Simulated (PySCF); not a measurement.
Ligands exchanged one at a time, Ga SiH3-SH. Isolated molecules, 0 K electronic values unless said otherwise. One relaxed conformer stands for each flexible species; it need not be the lowest. Strings in code marks are SMILES.

The LUMO from two functionals at the same geometries (PBE0-D3(BJ)/def2-TZVP), both in PySCF: PBE-D3(BJ)/def2-TZVP and M06-2X/def2-TZVP. 

| species | PBE-D3(BJ)/def2-TZVP (eV) | M06-2X/def2-TZVP (eV) |
|---|---|---|
| 0 of 3 SiH3 replaced by SH (`[SiH3][Ga]([SiH3])[SiH3]`) | -3.37 | -1.97 |
| 1 of 3 SiH3 replaced by SH | -2.79 | -1.41 |
| 2 of 3 SiH3 replaced by SH (`[SiH3][Ga]([SH])[SH]` (S–Ga–S–H torsion -179°, S–Ga–S–H torsion 0°)) | -2.29 | -0.94 |
| 3 of 3 SiH3 replaced by SH (`[SH][Ga]([SH])[SH]`) | -1.87 | -0.20 |

Over these rows, drawn at random from the members with no instability flagged (it was tested for open shells, ions and some series alone), PBE minus M06-2X: mean -1.45 eV, from -1.67 eV to -1.35 eV.
